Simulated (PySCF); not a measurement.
C6H7F3O2.
Numbering: `[F:1][C:2]([F:3])([F:4])[C@H:5]1[O:6][CH2:7][C:8]12[CH2:9][O:10][CH2:11]2` (hydrogens: H12 on C5; H13, H14 on C7; H15, H16 on C9; H17, H18 on C11)

The geometry is computed with GFN2-xTB (gas phase).

Task: What internal coordinates does the optimisation give?

Result: 
| bond | length (Å) |
| --- | --- |
| F1–C2, C2–F3 | 1.336 |
| C2–F4 | 1.344 |
| C2–C5 | 1.529 |
| C5–O6 | 1.418 |
| O6–C7 | 1.434 |
| C7–C8 | 1.531 |
| C8–C9 | 1.530 |
| C9–O10 | 1.428 |
| O10–C11 | 1.426 |
| C5–C8 | 1.535 |
| C8–C11 | 1.529 |
| C5–H12 | 1.097 |
| C7–H13 | 1.092 |
| C7–H14 | 1.093 |
| C9–H15 | 1.093 |
| C9–H16 | 1.093 |
| C11–H17 | 1.094 |
| C11–H18 | 1.093 |

Bonds in one row agree within 0.01 Å and their mean is given. A selection of angles:
| angle | degrees |
| --- | --- |
| F1–C2–F3 | 107.2 |
| F1–C2–C5 | 112.1 |
| F3–C2–C5 | 112.5 |
| C2–C5–O6 | 111.3 |
| C2–C5–C8 | 115.6 |
| O6–C5–C8 | 91.4 |
| C5–O6–C7 | 92.7 |
| O6–C7–C8 | 91.0 |
| C7–C8–C9 | 123.0 |
| C7–C8–C11 | 121.8 |
| C9–C8–C11 | 84.8 |
| C5–C8–C7 | 84.6 |
| C5–C8–C9 | 125.4 |
| C5–C8–C11 | 122.3 |
| C8–C9–O10 | 91.2 |
| C9–O10–C11 | 92.5 |
| C8–C11–O10 | 91.3 |

Torsions: F1–C2–C5–O6 65° (synclinal); C2–C5–O6–C7 114° (anticlinal); C5–O6–C7–C8 4° (synperiplanar); O6–C7–C8–C9 -133° (anticlinal); C7–C8–C9–O10 -122° (anticlinal); C8–C9–O10–C11 -3° (synperiplanar); C9–O10–C11–C8 3° (synperiplanar); C2–C5–C8–C7 -111° (anticlinal); C7–C8–C11–O10 123° (anticlinal).

The 4-membered ring C8–C9–O10–C11 has internal angles of 84.8° to 92.5° (sum 360°, against 360° for a flat polygon); it is almost planar, 0.02 Å rms from its mean plane, widest ring torsion 3°. Of the pairs four or more bonds apart, F4···H16 is among the closest relative to their van der Waals radii: 2.50 Å, 94 % of the sum of Bondi's values. The 4-membered ring C5–O6–C7–C8 has internal angles of 84.6° to 92.7°; it is almost planar, 0.03 Å rms from its mean plane, widest ring torsion 4°.

Point group: C1 (no symmetry element, even within 0.4 Å). Not checked by GFN2-xTB frequencies.
